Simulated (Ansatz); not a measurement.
Mulliken charges of `BN=C=C` from PBE/def2-TZVPP in Ansatz (PBE0-D4/def2-TZVP geometry).

```csv
atom,x (Å),y (Å),z (Å),charge (e)
B1,-0.735,1.688,-0.593,-0.160
N2,-0.206,0.486,-0.177,0.133
C3,0.254,-0.557,0.183,0.002
C4,0.756,-1.699,0.578,-0.228
H5,-0.924,1.855,-1.760,0.011
H6,-0.983,2.517,0.231,0.011
H7,0.992,-2.468,-0.145,0.115
H8,0.939,-1.879,1.628,0.115
```

**Question.** By hand: the dipole of these point charges (1 e Å = 4.8032 D).

**Answer.** Σ q r = (0.119, -0.271, 0.094) e Å, of length 0.311 e Å = 1.49 D.

**Question.** How does the dipole of the full density compare? (Estimate.)

**Answer.** Computed: (0.107, -0.242, 0.084) e Å, 1.33 D; the point charges give 1.12 times that, at 0° from its direction.

Point charges leave out the atoms' own dipoles, such as those of lone pairs, and Mulliken's split depends on the basis, so the close match here is no proof of good charges.
